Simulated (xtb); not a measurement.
C₃H₇O₂, doublet, at a GFN2-xTB geometry; xtb with GFN2-xTB.

xtb was given this input:
```
$ xtb mol.xyz --gfn 2 --uhf 1 --json

# file mol.xyz
12

C      1.38289072    -0.82437573     0.53679913
C      0.50950365     0.09301209    -0.23765718
O      0.84386230     1.43063186    -0.17475057
C     -0.85836591    -0.30056562    -0.65335888
O     -1.77431808    -0.43610899     0.44043898
H      0.85160641    -1.25365403     1.39124192
H      1.71658133    -1.65698409    -0.08560365
H      2.25033180    -0.27778887     0.89490509
H      0.23410632     1.94603789    -0.71552314
H     -0.85088573    -1.28963408    -1.11844561
H     -1.26579534     0.42763259    -1.37435551
H     -1.69646917     0.33978311     1.00757527
```

What the program printed (banner, timings and long lists left out):

```
   ID    Z sym.   atoms
    1    6 C      1, 2, 4
    2    8 O      3, 5
    3    1 H      6-12

           -------------------------------------------------
          |                Calculation Setup                |
           -------------------------------------------------

           -------------------------------------------------
          |                 G F N 2 - x T B                 |
           -------------------------------------------------

          ...................................................
          :                      SETUP                      :
          :.................................................:
          :  # basis functions                  27          :
          :  # atomic orbitals                  27          :
          :  # shells                           17          :
          :  # electrons                        31          :
          :  max. iterations                   250          :
          :  Hamiltonian                  GFN2-xTB          :
          :  restarted?                      false          :
          :  GBSA solvation                  false          :
          :  PC potential                    false          :
          :  electronic temp.          300.0000000     K    :
          :  accuracy                    1.0000000          :
          :  -> integral cutoff          0.2500000E+02      :
          :  -> integral neglect         0.1000000E-07      :
          :  -> SCF convergence          0.1000000E-05 Eh   :
          :  -> wf. convergence          0.1000000E-03 e    :
          :  Broyden damping             0.4000000          :
          :  net charge                          0          :
          :  unpaired electrons                  1          :
          ...................................................

 iter      E             dE          RMSdq      gap      omega  full diag
   1    -18.1946528 -0.181947E+02  0.357E+00    8.96       0.0  T
   2    -18.2054197 -0.107669E-01  0.193E+00    9.02       1.0  T
   3    -18.2061837 -0.763967E-03  0.578E-01    8.94       1.0  T
   4    -18.2063723 -0.188633E-03  0.128E-01    8.95       1.0  T
   5    -18.2063920 -0.196701E-04  0.502E-02    8.95       1.0  T
   6    -18.2063941 -0.215797E-05  0.163E-02    8.96       1.8  T
   7    -18.2063945 -0.342241E-06  0.510E-03    8.96       5.7  T
   8    -18.2063945 -0.271919E-07  0.217E-03    8.96      13.3  T
   9    -18.2063945 -0.484512E-08  0.490E-04    8.96      58.9  T
  10    -18.2063945 -0.181814E-09  0.164E-04    8.96     175.7  T

   *** convergence criteria satisfied after 10 iterations ***

         :::::::::::::::::::::::::::::::::::::::::::::::::::::
         ::                     SUMMARY                     ::
         :::::::::::::::::::::::::::::::::::::::::::::::::::::
         :: total energy             -18.040303885307 Eh    ::
         :: gradient norm              0.000033410222 Eh/a0 ::
         :: HOMO-LUMO gap              8.964003734584 eV    ::
         ::.................................................::
         :: SCC energy               -18.206387955840 Eh    ::
         :: -> isotropic ES            0.044982561148 Eh    ::
         :: -> anisotropic ES          0.003121233240 Eh    ::
         :: -> anisotropic XC          0.001151813351 Eh    ::
         :: -> dispersion             -0.005434292061 Eh    ::
         :: repulsion energy           0.166084070533 Eh    ::
         :: add. restraining           0.000000000000 Eh    ::
         :: total charge               0.000000000000 e     ::
         :::::::::::::::::::::::::::::::::::::::::::::::::::::

           -------------------------------------------------
          |                Property Printout                |
           -------------------------------------------------

    * Orbital Energies and Occupations

         #    Occupation            Energy/Eh            Energy/eV
      -------------------------------------------------------------
         1        2.0000           -0.7088523             -19.2889
       ...           ...                  ...                  ...
         4        2.0000           -0.6228583             -16.9488
         5        2.0000           -0.5886855             -16.0189
         6        2.0000           -0.5822764             -15.8445
         7        2.0000           -0.5410222             -14.7220
         8        2.0000           -0.5344105             -14.5421
         9        2.0000           -0.5269122             -14.3380
        10        2.0000           -0.5016121             -13.6496
        11        2.0000           -0.4795244             -13.0485
        12        2.0000           -0.4710643             -12.8183
        13        2.0000           -0.4675919             -12.7238
        14        2.0000           -0.4498814             -12.2419
        15        2.0000           -0.4155706             -11.3083
        16        1.0000           -0.2841131              -7.7311 (HOMO)
        17                          0.0453079               1.2329 (LUMO)
        18                          0.0561036               1.5267
        19                          0.1095999               2.9824
        20                          0.1243651               3.3841
        21                          0.1655994               4.5062
        22                          0.1800570               4.8996
        23                          0.1906458               5.1877
        24                          0.2066551               5.6234
        25                          0.2187981               5.9538
        26                          0.3055200               8.3136
        27                          0.3503720               9.5341
      -------------------------------------------------------------
                  HL-Gap            0.3294211 Eh            8.9640 eV
             Fermi-level           -0.2346222 Eh           -6.3844 eV

     #   Z          covCN         q      C6AA      α(0)
     1   6 C        3.752    -0.111    22.673     6.790
     2   6 C        2.808     0.052    26.813     8.483
     3   8 O        1.658    -0.387    20.594     6.126
     4   6 C        3.673     0.065    19.720     6.364
     5   8 O        1.653    -0.450    21.839     6.308
     6   1 H        0.924     0.060     2.199     2.319
     7   1 H        0.924     0.052     2.293     2.368
     8   1 H        0.925     0.063     2.162     2.299
     9   1 H        0.805     0.295     0.737     1.349
    10   1 H        0.924     0.057     2.237     2.339
    11   1 H        0.923     0.018     2.767     2.602
    12   1 H        0.805     0.285     0.767     1.376

 Mol. C6AA /au·bohr⁶  :       1079.176687
 Mol. C8AA /au·bohr⁸  :      22749.191173
 Mol. α(0) /au        :         48.723554

Wiberg/Mayer (AO) data.
largest (>0.10) Wiberg bond orders for each atom

 ---------------------------------------------------------------------------
     #   Z sym  total        # sym  WBO       # sym  WBO       # sym  WBO
 ---------------------------------------------------------------------------
     1   6 C    3.995 --     2 C    1.055     8 H    0.982     7 H    0.962
                             6 H    0.955
     2   6 C    3.375 --     3 O    1.167     1 C    1.055     4 C    1.036
     3   8 O    2.134 --     2 C    1.167     9 H    0.891
     4   6 C    3.959 --     2 C    1.036    10 H    0.964    11 H    0.963
                             5 O    0.958
     5   8 O    1.953 --     4 C    0.958    12 H    0.905
     6   1 H    0.995 --     1 C    0.955
     7   1 H    0.997 --     1 C    0.962
     8   1 H    0.996 --     1 C    0.982
     9   1 H    0.913 --     3 O    0.891
    10   1 H    0.997 --     4 C    0.964
    11   1 H    1.000 --     4 C    0.963
    12   1 H    0.919 --     5 O    0.905
 ---------------------------------------------------------------------------

Topologies differ in total number of bonds
Writing topology from bond orders to xtbtopo.mol

molecular dipole:
                 x           y           z       tot (Debye)
 q only:        0.164       0.274      -0.228
   full:        0.037       0.515      -0.287       1.500
molecular quadrupole (traceless):
                xx          xy          yy          xz          yz          zz
 q only:       -3.552      -4.816       1.592       0.510      -0.592       1.960
  q+dip:       -4.894      -6.754       2.342       1.305      -0.761       2.553
   full:       -5.029      -6.689       2.293       0.867      -0.728       2.737

           -------------------------------------------------
          | TOTAL ENERGY              -18.040303885307 Eh   |
          | GRADIENT NORM               0.000033410222 Eh/α |
          | HOMO-LUMO GAP               8.964003734584 eV   |
           -------------------------------------------------

normal termination of xtb
```
